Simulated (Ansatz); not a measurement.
Total energies of GeHMe2F (C2H7FGe) from Ansatz at PBE0-D4/def2-TZVP, gas phase (1 Eh = 27.2114 eV = 2625.5 kJ/mol). The reference geometry is relaxed at PBE0-D4/def2-SVP.

```tsv
state	geometry	energy (Eh)
charge 0 singlet	reference	-2256.94612
charge 1 doublet	reference	-2256.54988
free Ge atom (triplet)	–	-2076.65516
free H atom (doublet)	–	-0.50104
free C atom (triplet)	–	-37.80537
free F atom (doublet)	–	-99.67617
```

Work out the vertical ionisation energy to the doublet.

E(charge 1 doublet) − E(charge 0 singlet) = -2256.54988 − (-2256.94612) = 0.39624 Eh = 10.78 eV. For comparison, −ε of the highest occupied level is 8.69 eV at this level, 2.09 eV less.

What is the binding energy per atom against free atoms?

Atoms: 1 × (-2076.65516) + 7 × (-0.50104) + 2 × (-37.80537) + 1 × (-99.67617) = -2255.44935 Eh. Binding: -2255.44935 − (-2256.94612) = 1.49677 Eh = 40.73 eV, or 3.70 eV for each of 11 atoms (no zero-point energy, no counterpoise term).
